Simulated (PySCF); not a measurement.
Removing an electron from `C[n+]1ccncc1`

Species: C5H7N2 (charge +1).
Atom-mapped SMILES: `[CH3:1][n+:2]1[cH:3][cH:4][n:5][cH:6][cH:7]1` (hydrogens: H8, H9, H10 on C1; H11 on C3; H12 on C4; H13 on C6; H14 on C7)

Cartesian coordinates in Å at the PBE0-D3(BJ)/def2-SVP level; atoms count from 1:
```xyz
14
C5H7N2 angstrom
C      1.705   -0.176    0.050
N      0.240   -0.062   -0.009
C     -0.353    1.142   -0.047
C     -1.743    1.208   -0.115
N     -2.499    0.119   -0.142
C     -1.893   -1.063   -0.103
C     -0.510   -1.180   -0.035
H      2.066   -0.634   -0.881
H      2.141    0.822    0.164
H      1.983   -0.802    0.907
H      0.287    2.025   -0.024
H     -2.241    2.182   -0.146
H     -2.516   -1.963   -0.124
H      0.011   -2.139   -0.001
```

Level: CAM-B3LYP/def2-SVPD (PySCF). Frontier orbitals with their largest atomic shares (Löwdin; up to four atoms above 4 %):

```tsv
orbital	ε (eV)	main atoms
HOMO−3	-17.99	C6 16 %, C4 16 %, C1 11 %, H13 10 %
HOMO−2	-16.36	N5 27 %, N2 22 %, C1 12 %, C6 10 %
HOMO−1	-14.80	C7 23 %, C3 22 %, C4 18 %, C6 18 %
HOMO	-14.41	?
LUMO	-6.47	N2 22 %, N5 22 %, C7 14 %, C3 14 %
LUMO+1	-5.16	C6 21 %, C4 20 %, C3 17 %, C7 16 %
LUMO+2	-3.01	C1 22 %, C3 15 %, C7 14 %, H11 7 %
```

Q: What vertical ionisation energy does ΔSCF give, and how far is −ε(HOMO) from it?

A: ΔSCF: 15.17 eV (1463 kJ/mol; threshold wavelength 81.7 nm); ⟨S²⟩ of the doublet left behind is 0.762, against 0.75 for a pure doublet. −ε(HOMO) is 14.41 eV, 0.76 eV below it. In exact Kohn–Sham theory the two would be equal; CAM-B3LYP (range-separated hybrid) falls short of its own ΔSCF value by 5 %. Holes in the HOMO−1 and HOMO−2 were tried too where these lie within 1.2 eV of the HOMO; the lowest converged state counts.

Q: On which atoms does the HOMO lie?

A: N5 (ring nitrogen) 62 %, C4 (aromatic CH next to a ring nitrogen) 10 %, C6 (aromatic CH next to a ring nitrogen) 10 %, C3 (aromatic CH next to a ring nitrogen) 4 %, so more than half of it is on one atom. The HOMO−1 lies 0.39 eV lower.

Q: And the vertical electron affinity, the fundamental gap, Mulliken's electronegativity and the hardness (with the factor ½)?

A: EA = 5.69 eV by ΔSCF (−ε(LUMO) = 6.47 eV). IE − EA = 9.48 eV against an orbital gap of 7.94 eV; (IE + EA)/2 = 10.43 eV; (IE − EA)/2 = 4.74 eV. Parr's electrophilicity index (IE + EA)²/[8(IE − EA)] is 5.74 eV.

Q: What kinetic energy would electrons from this vertical process carry with He I light (21.218 eV)?

A: 21.22 − 15.17 = 6.05 eV.

Q: How many of the 10 lowest singlet excitations (vertical TDDFT, same level) lie below the ionisation energy?

A: All 10; they run from 3.87 to 8.74 eV.

Q: The lowest singlet excitation (vertical TDDFT, same level) lies at 3.87 eV. How far is it below IE − EA?

A: IE − EA = 9.48 eV, so by 5.61 eV.

Geometry: PBE0-D3(BJ)/def2-SVP; no solvent, vibrations or thermal averaging.
